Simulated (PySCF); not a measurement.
A structure optimised at PBE-D3(BJ)/def2-SVP, used in a PySCF frequency run:

```xyz
13

Al     0.2904     0.4674     0.1575
Cl     0.1086    -1.3846     1.2074
C      1.3700     1.8670     0.9996
H      2.4098     1.5143     1.1681
H      0.9635     2.1295     1.9995
H      1.4172     2.7955     0.3947
C     -0.6387     0.6195    -1.5699
C     -1.4446    -0.5932    -2.0574
H      0.1368     0.9069    -2.3187
H     -1.2874     1.5245    -1.4995
H     -2.2472    -0.8675    -1.3425
H     -0.8058    -1.4931    -2.1692
H     -1.9283    -0.4087    -3.0401
```
Charge 0, spin multiplicity 1.

Problem. Write its SMILES and formula.

Solution. C[CH2][Al]([CH3])[Cl], C3H8AlCl

Problem. What are its rotational constants (standard atomic weights)?

Solution. 2.9958, 2.2016, 1.2999 GHz
